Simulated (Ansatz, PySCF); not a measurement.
Pulling on the O3–H4 bond in BeH2O (SMILES [BeH][OH]) (multiplicity 1 held, fragments rigid). Energies count from the point at 0.952 Å.
Geometry at that point (charge 0, multiplicity 1):
```xyz
4

Be    -0.7841    -0.3530     0.0298
H     -1.9953    -0.8949     0.0798
O      0.5111     0.1852    -0.0736
H      1.0425     0.8250     0.3897
```

Unrestricted levels (U-) break spin symmetry where that is lower. Active spaces are followed from a long bond inwards. Curves can end on different states.

Frozen-core correlation. Rows in 6-31G* carry no dispersion term and start afresh at each structure (6-31G* with six Cartesian d functions). MP2/6-31G* freezes PySCF's default core, which is smaller on s-block atoms.

Codes used: Ansatz (Gaussian orbitals); PySCF for 6-31G* rows. 

Energies in kcal/mol.

| R (Å) | R-MP2/6-31G* | U-MP2/aug-cc-pVTZ | U-CCSD(T)/aug-cc-pVTZ | FIC-MRCISD+Q on CASSCF(4,3)/aug-cc-pVTZ |
|---|---|---|---|---|
| 0.762 | 40.9 | 37.6 | 37.3 | 36.9 |
| 0.857 | 8.5 | 7.3 | 7.2 | 7.0 |
| 0.952 | 0.0 | 0.0 | 0.0 | 0.0 |
| 1.047 | 4.0 | 4.8 | 4.8 | 5.0 |
| 1.142 | 14.4 | 15.7 | 15.8 | 16.1 |
| 1.285 | 34.7 | 36.9 | 36.7 | 37.4 |
| 1.428 | 55.9 | 65.8 | 58.5 | 59.3 |
| 1.666 | 87.6 | 117.2 | 91.1 | 90.8 |
| 1.904 | 112.2 | 131.9 | 115.2 | 112.4 |
| 2.190 | 132.0 | 135.5 | 128.7 | 124.7 |
| 2.570 | 144.1 | 136.0 | 131.2 | 129.0 |
| 3.046 | 142.0 | 136.1 | 131.6 | 130.1 |

Doubts at one or more of the structures used: a restricted determinant that unrestricted orbitals would lower (R-MP2/6-31G*); a spin-contaminated determinant (U-MP2/aug-cc-pVTZ, U-CCSD(T)/aug-cc-pVTZ); T1 above 0.05 (U-CCSD(T)/aug-cc-pVTZ); active orbitals that take no part (FIC-MRCISD+Q on CASSCF(4,3)/aug-cc-pVTZ).

Ansatz is a first-principles code.
